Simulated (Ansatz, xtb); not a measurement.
Stretching the Se3–H4 bond in BeH2Se (SMILES [BeH][SeH]) (multiplicity 1 held, fragments rigid). Energies count from the point at 1.475 Å.
Geometry at that point (charge 0, multiplicity 1):
```
atom    x (Å)    y (Å)    z (Å)
----  -------  -------  -------
Be    -0.6897  -0.7607  -1.4180
H     -1.2093  -1.3411  -2.4906
Se     0.0918   0.1603   0.2240
H      0.8465  -1.0648   0.5466
```

R- and RO- levels are restricted; in cc, def2 and unpolarised 6-31G sets they are followed outwards from rest. U- levels take the lowest unrestricted solution at each point, which mixes spins at long bonds. Active spaces are followed from a long bond inwards. Levels need not reach the same state.

Correlated levels freeze the cores. Filled d and f shells under p-block atoms count as core.

The values were computed with Ansatz (Gaussian basis) for Hartree–Fock, density functionals and correlated methods; xtb for the GFN methods.  The GFN methods have no spin term and hold the electronic entropy of 300 K.

Energies in kcal/mol.

```csv
R (Å),GFN2-xTB,U-MP2/cc-pVDZ,R-CCSD(T)/cc-pVDZ,"CASSCF(4,3)/cc-pVDZ","FIC-MRCISD+Q on CASSCF(4,3)/cc-pVDZ"
1.180,22.2,36.6,37.4,39.1,37.4
1.327,2.1,6.8,7.3,8.2,7.3
1.475,0.0,0.0,0.0,0.0,0.0
1.622,4.3,4.8,4.1,3.0,4.1
1.769,10.9,15.1,13.4,11.1,13.3
1.991,22.2,39.6,30.1,26.1,29.9
2.212,34.3,59.4,45.6,40.0,45.2
2.581,52.3,71.8,63.7,56.4,63.3
2.949,65.6,75.5,72.3,64.8,72.6
3.392,75.2,76.8,74.8,68.8,77.0
3.981,80.4,77.3,73.5,70.2,78.5
4.719,81.8,77.4,71.5,70.5,78.9
```

Doubts at one or more of the structures used: a spin-contaminated determinant (U-MP2/cc-pVDZ); a restricted determinant that unrestricted orbitals would lower (R-CCSD(T)/cc-pVDZ); other coupled-cluster roots lie near (R-CCSD(T)/cc-pVDZ); active orbitals that take no part (CASSCF(4,3)/cc-pVDZ, FIC-MRCISD+Q on CASSCF(4,3)/cc-pVDZ).

Ansatz is a first-principles code.
